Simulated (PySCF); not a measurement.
# Electron correlation in Kr⁺ (krypton, charge +1)

[Ar] 3d10 4s2 4p4 4d1, one real determinant (an excited configuration). Computed with PySCF 2.14 in aug-cc-pVDZ-DK (6s5p3d, 36 functions), with the spin-free X2C one-electron Hamiltonian (Gaussian nucleus). Frozen: [Ar] 3d10; 7 electrons correlated.

```
  level  correlation energy (mhartree)
   CCSD                         -92.20
    (T)                          -4.57
CCSD(T)                         -96.77
  CCSDT                        -102.93
```

Diagnostics: T1 = 0.0051, D1 = 0.0166, largest double amplitude 0.204.

The real determinant used has ⟨L²⟩ near 8 against 12 for a pure F term, so it mixes terms. The outer electron is Rydberg-like, and this basis confines it to a smaller radius and binds it less than a complete one would. A double-excitation amplitude exceeds 0.15, a sign of near-degeneracy.

Cost of the coupled-cluster step: roughly 0.14 core-seconds, for 7 correlated electrons.

The reference is one real determinant that mixes LS terms of this configuration.
